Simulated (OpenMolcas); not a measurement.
## Ru5+: moving or changing the point charges

Ru5+ among 4 point charges of -1.5 e arranged as a tetrahedron (Td), 2.1 Å from the ion.

| Item | Value |
| --- | --- |
| Program | OpenMolcas |
| Method | CASSCF |
| Basis | ANO-RCC-VDZP [6s5p3d1f] |
| Scalar Hamiltonian | DKH2, point nucleus |
| Active space | 3 electrons in 5 orbitals (4d) |
| State averaging | 2S+1 = 4 even, 10 roots; 2S+1 = 2 even, 40 roots |
| Spin-orbit coupling | RASSI with atomic mean-field integrals over the reference wave functions |

Runs around this geometry, states (labels of Td). Energies in cm-1 above the lowest state or level, χT in cm3 K/mol; under a threefold ground state the first gap can be a small split of the lowest multiplet, not the spin-orbit step; 10Dq and B are least-squares fits to the states below 45000 cm-1, weighted by degeneracy, with a free offset, and given where the rms deviation is under 5 % of |10Dq| (or 100 cm-1) and under 700 cm-1; 10Dq is negative for this site.

```tsv
R (Å)	q (e)	Ground state	First state of that spin	10Dq	B (rms of fit)	First gap with spin-orbit (degeneracies)	χT at 300 K	First state of another spin
2.1	-0.98	4T1	4T2 853.2	-1066	996 (20)	1179 (4, 2)	0.179	2E 16573
1.93	-1.5	4T1	4T2 1910	-2360	994 (27)	980.9 (4, 2)	0.211	2E 16091
2.1	-1.5	4T1	4T2 1276	-1588	995 (22)	1090 (4, 2)	0.191	2E 16465
2.26	-1.5	4T1	4T2 895.1	-1118	996 (20)	1170 (4, 2)	0.180	2E 16570
```

Taking |10Dq| as R^-n, n = -ln(1118 / 2360) / ln(2.26 / 1.93) = 4.7 between the shortest and longest distance. The point-charge formula for a cubic d site gives n = 5.

Scaling the charges by -0.98 / -1.5 = 0.65 scales |10Dq| by 1066 / 1588 = 0.67; with fixed orbitals a first-order splitting would follow the charge.

Without dynamic correlation the repulsion within the d shell is too large (B by tens of per cent), so at a given field states of lower spin stand too high. Point charges give a weaker field than real ligands, and real ions of this kind are as a rule low spin; the high spin found here belongs to the model. The ground term spreads over less than 5000 cm-1, several times less than with real ligands, so orbital moments are less quenched and χT lies further from the spin-only value than at real sites. Spin-orbit coupling mixes the spin-free states strongly: the lowest level takes only 62 % from its leading state, 4T1 (figures for R = 2.1, q = -0.98; the like holds for R = 2.1, q = -1.5, R = 2.26, q = -1.5). An orbital triplet at a regular site is open to Jahn-Teller coupling, which can distort the site and quench the lowest spin-orbit gaps and is left out (holds for R = 1.93, q = -1.5). This is an electrostatic model: the charges have no orbitals. No measured value stands beside these numbers.
